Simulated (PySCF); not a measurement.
Geometry:
```csv
atom,x (Å),y (Å),z (Å)
N1,1.386,-0.724,1.840
Si2,0.821,0.221,0.510
C3,1.904,0.166,-1.028
Si4,3.719,-0.010,-0.576
N5,-0.743,-0.383,0.076
C6,-1.802,-0.593,1.045
C7,-2.912,0.393,0.643
C8,-2.660,0.661,-0.857
C9,-1.415,-0.182,-1.191
H10,1.495,-1.730,1.788
H11,1.957,-0.313,2.567
H12,0.870,1.625,1.046
H13,1.765,1.079,-1.632
H14,1.622,-0.695,-1.659
H15,4.601,0.240,-1.760
H16,4.104,0.968,0.491
H17,4.011,-1.387,-0.073
H18,-2.179,-1.633,0.974
H19,-1.432,-0.457,2.072
H20,-2.823,1.325,1.222
H21,-3.915,-0.015,0.839
H22,-3.519,0.389,-1.489
H23,-2.457,1.729,-1.031
H24,-0.756,0.294,-1.933
H25,-1.726,-1.157,-1.616
```

Geometry: PBE0-D3(BJ)/def2-SVP; GIAO absolute shieldings from PySCF 2.14.0 with density-fitted response routines, gas phase, non-relativistic, averaged over equivalent atoms.

At PBE0/pcSseg-1 (247 basis functions, 76 s wall time on 1 thread of an Arm Neoverse V1, shared host):
```tsv
atoms	σ (ppm)
N5	198.4
N1	242.4
Si2	378.2
Si4	424.6
C6/C9	135.5
C7/C8	157.6
C3	190.7
H12	26.47
H15/H16/H17	27.40
H19/H25	28.10
H18/H24	28.44
H20/H22	29.76
H21/H23	29.81
H10/H11	30.89
H14	31.26
H13	31.40
```

Estimate the result of repeating the calculation with KT3/pcSseg-1.

Answers


```tsv
atoms	σ at KT3/pcSseg-1	change
N5	189.7	-8.7
N1	238.2	-4.2
Si2	395.8	+17.6
Si4	438.1	+13.5
C6/C9	132.6	-2.9
C7/C8	154.6	-3.0
C3	187.6	-3.1
H12	26.52	+0.05
H15/H16/H17	27.57	+0.17
H19/H25	28.05	-0.05
H18/H24	28.40	-0.04
H20/H22	29.80	+0.04
H21/H23	29.85	+0.04
H10/H11	30.97	+0.08
H14	31.24	-0.02
H13	31.37	-0.03
```

The largest change is at Si2 (silicon bonded to C, 2 N, H). Cost: 247 basis functions, 86 s wall time on 1 thread of an Arm Neoverse V1, shared host. The order of the carbon signals is the same at both levels.
